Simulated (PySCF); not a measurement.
Iron: a sound run and one with changed settings

Sound run: Fe⁺ [Ar] 3d6 4s1, Fe²⁺ [Ar] 3d6. Computed with PySCF 2.14 in cc-pVTZ, with no relativity, point nucleus. In the sound run the correlated levels freeze [Ar]. The sound run starts from symmetry-adapted Hartree-Fock orbitals and uses a fine grid where one is needed.

Changed run: scalar relativity by spin-free X2C-1e. This setting is unsound on purpose.

| species | method | sound run (hartree) | changed run (hartree) | converged |
| --- | --- | --- | --- | --- |
| Fe⁺ | UHF | -1262.21985 | -1269.56857 | yes |
| Fe⁺ | M06-L | -1263.33619 | -1270.68571 | yes |
| Fe⁺ | M06-2X | -1263.35704 | -1270.70255 | yes |
| Fe⁺ | MP2 | -1262.36380 | -1269.71386 | yes |
| Fe²⁺ | UHF | -1261.66443 | -1269.00725 | yes |
| Fe²⁺ | M06-L | -1262.75876 | -1270.10015 | yes |
| Fe²⁺ | M06-2X | -1262.77366 | -1270.11295 | yes |
| Fe²⁺ | MP2 | -1261.78797 | -1269.13146 | yes |

Ionisation energy of Fe⁺:

```tsv
method	sound run (eV)	changed run (eV)
UHF	15.114	15.274
M06-L	15.713	15.934
M06-2X	15.874	16.044
MP2	15.669	15.848
SCS-MP2	15.429	15.601
```

Most of the change in total energy is the relativistic energy itself. On top of that the contraction fixes the core shape for the Hamiltonian it was made with, so the changed run is not a good calculation with the other Hamiltonian either.

For comparison, NIST gives 16.199 eV between the lowest levels.
